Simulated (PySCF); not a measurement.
C3H4BFO, SMILES OB1C=C[C@H]1F.

Geometry optimised at PBE0-D3(BJ)/def2-SVP. The structure was generated by enumeration; whether it is a known compound was not checked. One conformer was computed; it need not be the lowest.

Level of theory: PySCF 2.14.0 with PBE0-D3(BJ)/def2-SVP.

Frequencies are harmonic and unscaled.

Q: List the normal modes with their intensities. (Estimate from the structure and the level; the computed values follow.)

A: 
```csv
mode,ν (cm⁻¹),IR (km/mol),Raman (Å⁴/amu),depolarisation,moving atoms (share of kinetic energy)
1,125,8.8,3.5,0.72,"C 38 %, H 23 %, O 20 %, F 13 %"
2,204,5.6,1.4,0.74,"F 43 %, O 26 %, C 19 %, H 10 %"
3,348,3.2,3.4,0.74,"C 33 %, H 22 %, F 18 %, B 17 %, O 10 %"
4,448,5.0,2.6,0.71,"C 40 %, H 25 %, F 13 %, B 13 %, O 9 %"
5,577,90.1,0.9,0.75,H 85 %
6,588,11.5,3.4,0.72,"C 42 %, O 18 %, F 16 %, H 15 %, B 8 %"
7,662,36.1,4.2,0.09,"B 53 %, O 15 %, H 12 %, C 12 %, F 8 %"
8,780,44.1,4.4,0.14,"H 41 %, C 31 %, O 13 %, B 10 %"
9,857,26.4,4.8,0.65,"H 52 %, C 41 %"
10,927,84.0,4.6,0.64,"H 60 %, C 20 %, B 17 %"
11,995,19.6,5.9,0.06,"H 69 %, C 26 %"
12,1025,31.6,3.0,0.44,"C 57 %, H 37 %"
13,1027,6.0,12.6,0.75,"H 83 %, C 17 %"
14,1123,93.0,3.2,0.42,"C 56 %, H 20 %, F 18 %"
15,1138,59.1,3.1,0.52,"H 58 %, B 18 %, C 16 %, O 8 %"
16,1165,28.0,2.2,0.37,"H 42 %, C 39 %, B 14 %"
17,1300,8.4,4.5,0.54,"H 67 %, C 23 %"
18,1363,43.5,8.9,0.72,"H 52 %, C 42 %"
19,1523,412.1,1.8,0.72,"B 69 %, O 18 %, C 10 %"
20,1592,2.6,26.5,0.06,"C 89 %, H 9 %"
21,3090,19.9,128.4,0.32,H 92 %
22,3160,10.9,155.8,0.34,"H 91 %, C 9 %"
23,3250,1.5,130.3,0.25,"H 90 %, C 10 %"
24,3899,111.6,93.5,0.26,H 94 %
```
